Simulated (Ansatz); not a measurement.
One change: `N=[C](O)[AlH][SH]` becomes `COC(=N)O`.

Ansatz, PBE0-D4/def2-TZVP geometries, multiplicity 1. Each molecule was computed in one conformer, which needn't be the lowest.

```
                                          property  `N=[C](O)[AlH][SH]`
                LUMO energy (PBE0/def2-TZVPP) / eV                -1.58
           HOMO–LUMO gap (ωB97M-V/def2-TZVPP) / eV                10.17
    size of the dipole moment (PBE/def2-TZVPP) / D                 2.63
             HOMO–LUMO gap (B3LYP/def2-TZVPP) / eV                 5.76
               HOMO–LUMO gap (PBE/def2-TZVPP) / eV                 4.03
size of the dipole moment (ωB97M-V/def2-TZVPP) / D                 2.63
```

Task: Give the same properties after the change, and the shifts. (Estimate.)

Result: Ansatz gave: 
```tsv
property	`COC(=N)O`	shift
LUMO energy (PBE0/def2-TZVPP) / eV	1.04	2.62
HOMO–LUMO gap (ωB97M-V/def2-TZVPP) / eV	12.57	2.40
size of the dipole moment (PBE/def2-TZVPP) / D	1.89	-0.74
HOMO–LUMO gap (B3LYP/def2-TZVPP) / eV	8.19	2.43
HOMO–LUMO gap (PBE/def2-TZVPP) / eV	6.54	2.51
size of the dipole moment (ωB97M-V/def2-TZVPP) / D	2.02	-0.61
```

With PBE0 the HOMO rises by 0.05 eV and the LUMO rises by 2.62 eV, so the gap widens by about 2.57 eV. PBE moves the HOMO by 0.07 eV and ωB97M-V by -0.10 eV. Dipoles are sizes alone; their direction can turn.

B3LYP here is the variant with VWN-RPA as its local correlation; programs differ in this.
